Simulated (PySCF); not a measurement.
First hyperpolarisability: `C(OCC)C(=O)OC`, C₅H₁₀O₃

Molfile (atoms numbered from 1):
```
C5H10O3
     RDKit          3D

 18 17  0  0  0  0  0  0  0  0999 V2000
   -3.0225    0.4095    0.9052 C   0  0  0  0  0  0  0  0  0  0  0  0
   -1.5734    0.0028    0.9947 C   0  0  0  0  0  0  0  0  0  0  0  0
   -1.2351   -0.7054   -0.1757 O   0  0  0  0  0  0  0  0  0  0  0  0
    0.0760   -1.1295   -0.2344 C   0  0  0  0  0  0  0  0  0  0  0  0
    1.0646   -0.0145   -0.5251 C   0  0  0  0  0  0  0  0  0  0  0  0
    0.7922    1.1436   -0.6848 O   0  0  0  0  0  0  0  0  0  0  0  0
    2.3072   -0.5059   -0.5845 O   0  0  0  0  0  0  0  0  0  0  0  0
    3.3338    0.4324   -0.8577 C   0  0  0  0  0  0  0  0  0  0  0  0
   -3.6667   -0.4734    0.7792 H   0  0  0  0  0  0  0  0  0  0  0  0
   -3.3302    0.9403    1.8182 H   0  0  0  0  0  0  0  0  0  0  0  0
   -3.1789    1.0757    0.0444 H   0  0  0  0  0  0  0  0  0  0  0  0
   -0.9305    0.8943    1.1039 H   0  0  0  0  0  0  0  0  0  0  0  0
   -1.4028   -0.6431    1.8815 H   0  0  0  0  0  0  0  0  0  0  0  0
    0.1665   -1.8678   -1.0479 H   0  0  0  0  0  0  0  0  0  0  0  0
    0.4077   -1.6432    0.6922 H   0  0  0  0  0  0  0  0  0  0  0  0
    3.3110    1.2594   -0.1332 H   0  0  0  0  0  0  0  0  0  0  0  0
    3.2195    0.8546   -1.8675 H   0  0  0  0  0  0  0  0  0  0  0  0
    4.2810   -0.1143   -0.7840 H   0  0  0  0  0  0  0  0  0  0  0  0
  1  2  1  0
  2  3  1  0
  3  4  1  0
  4  5  1  0
  5  6  2  0
  5  7  1  0
  7  8  1  0
  1  9  1  0
  1 10  1  0
  1 11  1  0
  2 12  1  0
  2 13  1  0
  4 14  1  0
  4 15  1  0
  8 16  1  0
  8 17  1  0
  8 18  1  0
M  END
```

Level of theory: PySCF, quadratic response CAM-B3LYP/aug-cc-pVDZ first hyperpolarisability, Taylor convention, gas phase. Geometry: PBE0-D3(BJ)/def2-SVP.

Question: Give β for the processes computed.

Answer: In au, Taylor convention; the vector part is βᵢ = ⅓ Σⱼ (βᵢⱼⱼ + βⱼᵢⱼ + βⱼⱼᵢ); β∥ is 3/5 of the vector part along the dipole, the dipole points from − to +:
```
                   process  λ (nm)  β vector norm     β∥  β HRS  depolarisation ratio
           static β(0;0,0)       ∞           89.9  -41.6   36.5                  5.38
second harmonic β(−2ω;ω,ω)    1907           93.0  -42.8   37.7                  5.38
         Pockels β(−ω;ω,0)    1907           90.9  -42.0      –                     –
second harmonic β(−2ω;ω,ω)    1064          100.6  -46.0   40.7                  5.39
         Pockels β(−ω;ω,0)    1064           93.2  -42.9      –                     –
```

Question: Which lowest excitations, dipole and polarisabilities go with it?

Answer: S1 5.87 eV (f = 0.002); S2 6.75 eV (f = 0.021); S3 7.17 eV (f = 0.007); dipole 2.25 D; isotropic α 75.5 au static, 75.6 au at 1907 nm, 76.0 au at 1064 nm, 76.1 au at 953.5 nm, 77.6 au at 532 nm.
